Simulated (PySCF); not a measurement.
Bonds (- single, = double, # triple, : aromatic): O1=S2 1.428 Å, S2=O3 1.426 Å, S2-C4 1.838 Å, C4-C5 1.528 Å, C5-F6 1.369 Å, C5-C7 1.536 Å, C7-F8 1.351 Å, C7-S2 1.867 Å. C4 carries H9, H10; C5 carries H11; C7 carries H12. Stereochemistry as in O=S1(=O)C[C@@H](F)[C@@H]1F. H10 is cis to F6 on the ring; H9 is trans to F6 on the ring.

Geometry: GFN2-xTB; GIAO absolute shieldings from PySCF, gas phase, non-relativistic, averaged over equivalent atoms.

At PBE0/pcSseg-1 (163 basis functions, 38 s wall time on 1 thread of an Arm Neoverse N1, shared host):
```csv
atoms,σ (ppm)
O1,94.1
O3,97.6
S2,209.8
C7,57.9
C5,101.3
C4,111.9
F8,357.9
F6,380.5
H12,25.37
H11,26.28
H9,27.46
H10,27.52
```

Task: Estimate the result of repeating the calculation with B3LYP/pcSseg-1.

Result: 
```
atoms  σ at B3LYP/pcSseg-1  change
   O1                 87.3    -6.8
   O3                 91.2    -6.4
   S2                189.5   -20.3
   C7                 49.6    -8.3
   C5                 93.9    -7.4
   C4                104.7    -7.2
   F8                352.6    -5.3
   F6                375.3    -5.2
  H12                25.49   +0.12
  H11                26.38   +0.10
   H9                27.60   +0.14
  H10                27.68   +0.16
```

The largest change is at S2 (sulfone sulfur). Cost: 163 basis functions, 31 s wall time on 1 thread of an Arm Neoverse N1, shared host. The order of the carbon signals is the same at both levels.
